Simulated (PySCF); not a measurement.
**Working out the ionisation energy of Cd**

Cd [Kr] 4d10 5s2 (1S) → Cd⁺ [Kr] 4d10 5s1 (2S). All numbers are calculated (PySCF 2.14, the spin-free X2C one-electron Hamiltonian (Gaussian nucleus), in x2c-QZVPPall with one added diffuse shell each of s, p, d, f, g type (14s9p8d5f3g, 143 functions)). Frozen: [Ar] 3d10. Energies in hartree (1 hartree = 27.21139 eV):

```csv
part,Cd (lower),Cd⁺ (upper)
UHF,-5591.388119,-5591.118694
MP2 opposite-spin,-0.522745,-0.477690
MP2 same-spin,-0.252986,-0.236040
```

Task: What does Hartree-Fock give?

Result: (-5591.118694) − (-5591.388119) = 0.269425 hartree = 7.331 eV.

Task: What do MP2 and SCS-MP2 (6/5 opposite-spin, 1/3 same-spin) give?

Result: The opposite-spin parts differ by 1.226 eV and the same-spin parts by 0.461 eV. MP2: 7.331 + (1.226) + (0.461) = 9.018 eV. SCS-MP2: 7.331 + 1.2 × (1.226) + (0.461)/3 = 8.956 eV.

Measured between the centres of the two terms (NIST): 8.994 eV, so MP2 (valence and next inner shell) is off by 0.024 eV.

What remains against the reference includes basis incompleteness, the frozen core and correlation beyond second order.
